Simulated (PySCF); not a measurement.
C2H6F2OSi, SMILES COC[SiH](F)F. The structure is a stationary point at PBE-D3(BJ)/def2-SVP. The structure was generated by enumeration, and PubChem lists no compound with its InChIKey, so it may never have been made. Other conformers were not sampled.

Computed equilibrium geometry at PBE-D3(BJ)/def2-SVP (PySCF confirms it by a frequency run) as Cartesian coordinates in Å (one conformer of several):
```xyz
12

C     -2.9094    -0.3762     0.4458
O     -1.5664    -0.0090     0.6630
C     -0.6785    -0.5622    -0.2857
Si     1.0443     0.0645     0.1392
F      2.1085    -0.7270    -0.8128
F      1.1672     1.6477    -0.2267
H     -3.5212     0.1007     1.2361
H     -3.2797    -0.0325    -0.5509
H     -3.0526    -1.4834     0.5000
H     -0.6871    -1.6841    -0.2726
H     -0.9368    -0.2666    -1.3360
H      1.4348    -0.1213     1.5662
```
Charge 0, spin multiplicity 1.
